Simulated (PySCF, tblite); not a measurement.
Species: C3H15NSi3.
Atom-mapped SMILES: `[CH3:1][NH:2][CH2:3][Si@@H:4]([SiH3:5])[SiH2:6][CH3:7]` (hydrogens: H8, H9, H10 on C1; H11 on N2; H12, H13 on C3; H14 on Si4; H15, H16, H17 on Si5; H18, H19 on Si6; H20, H21, H22 on C7)

Jobs on this species (22 atoms, 82 electrons) with PySCF (density fitting) and tblite. Hardware of each: an Arm Neoverse N1 with one thread, shared host. Times come from a shared host and carry two figures at best.

```json
{"level and settings": "GFN2-xTB", "work": "L-BFGS relaxation", "basis functions": "–", "SCF cycles": "–", "wall time": "?"}
{"level and settings": "PBE0/pcSseg-1", "work": "shieldings, charges and field gradients", "basis functions": "215", "SCF cycles": "12", "wall time": "70 s"}
{"level and settings": "GFN2-xTB", "work": "Hessian by finite differences", "basis functions": "–", "SCF cycles": "–", "wall time": "2.0 s"}
```

**Question.** Fill in the missing figures.

**Answer.** 
- GFN2-xTB; L-BFGS relaxation: 2.4 s

**Question.** What do all jobs in the table cost together?

**Answer.** About 74 s; the longest takes about 94 % of that, and about 35 times as long as the shortest.
